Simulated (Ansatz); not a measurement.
Harmonic frequencies (cm⁻¹) at PBE0-D4/def2-TZVP from Ansatz: 151, 246, 270, 317, 534, 626, 689, 760, 996, 1154, 1200, 1297, 1417, 1649, 2440, 3123, 3566, 3674.

Each molecule was computed in one conformer, which needn't be the lowest.

Which molecule is it?
A. `OB(O)[SiH3]`
B. `F[SiH]1C[S][Al]1[Cl]`
C. `NB1N=CS1`
D. `NC(F)[SeH]`

D.
